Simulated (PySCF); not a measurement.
## Frontier levels across methods

Compound: CH₇NSSi.
Z-matrix (Å and degrees, PBE0-D3(BJ)/def2-SVP geometry), rows numbered from 1:
```
C 
N   1  1.4422
Si  2  1.7209  1  126.63
S   3  2.1477  2  110.37  1  -144.78
H   1  1.1061  2  113.45  3  -104.17
H   1  1.1040  2  111.87  3   133.88
H   1  1.1011  2  109.77  3    15.37
H   2  1.0142  1  114.62  3   169.15
H   3  1.4939  2  105.54  1   -21.44
H   3  1.4969  2  117.16  1    99.98
H   4  1.3516  3   94.60  2    55.34
```

Basis pcSseg-2 throughout (PySCF), one geometry. The structure is a single PBE0-D3(BJ)/def2-SVP conformer in the gas phase; no vibrational or solvent corrections.

How do the orbital energies, the gap and the dipole change with the method?

| method | kind | HOMO (eV) | LUMO (eV) | gap (eV) | μ (D) | SCF cycles |
| --- | --- | --- | --- | --- | --- | --- |
| BLYP | GGA | -5.48 | -0.52 | 4.96 | 2.16 | 14 |
| OPBE | GGA | -5.57 | -0.42 | 5.14 | 2.21 | 15 |
| PBE | GGA | -5.59 | -0.57 | 5.03 | 2.19 | 14 |
| B97-D | GGA | -5.60 | -0.46 | 5.14 | 2.18 | 14 |
| KT2 | GGA | -5.68 | -0.58 | 5.10 | 2.14 | 14 |
| KT3 | GGA | -5.69 | -0.64 | 5.05 | 2.12 | 14 |
| BP86 | GGA | -5.70 | -0.55 | 5.15 | 2.20 | 13 |
| LDA | LDA | -5.70 | -0.71 | 4.99 | 2.25 | 13 |
| B97-2 | global hybrid | -6.67 | 0.26 | 6.92 | 2.21 | 12 |
| B3LYP | global hybrid | -6.70 | -0.03 | 6.66 | 2.19 | 12 |
| PBE0 | global hybrid | -6.92 | 0.24 | 7.16 | 2.22 | 12 |
| mPW1PW91 | global hybrid | -6.95 | 0.23 | 7.18 | 2.22 | 12 |
| BHandHLYP | global hybrid | -8.16 | 0.86 | 9.02 | 2.22 | 12 |
| CAM-B3LYP | range-separated hybrid | -8.29 | 1.01 | 9.30 | 2.24 | 12 |
| wB97X-D | range-separated hybrid | -8.79 | 1.95 | 10.74 | 2.28 | 13 |
| LC-wPBE | range-separated hybrid | -9.65 | 2.15 | 11.80 | 2.31 | 13 |
| HF | Hartree–Fock | -10.07 | 2.53 | 12.60 | 2.29 | 10 |

The HOMO spans 4.59 eV, from BLYP down to HF, and the gap runs from 4.96 eV (BLYP) to 12.60 eV (HF). Over the methods BLYP (0 %), OPBE (0 %), PBE (0 %), B97-D (0 %), KT2 (0 %), KT3 (0 %), BP86 (0 %), LDA (0 %), B97-2 (21 %), B3LYP (20 %), PBE0 (25 %), mPW1PW91 (25 %), BHandHLYP (50 %), HF (100 %), a straight line through the gap against the share of exact exchange rises by 0.76 eV for each 10 % (correlation coefficient 0.999). The dipole ranges from 2.12 D (KT3) to 2.31 D (LC-wPBE). This basis has no diffuse functions.
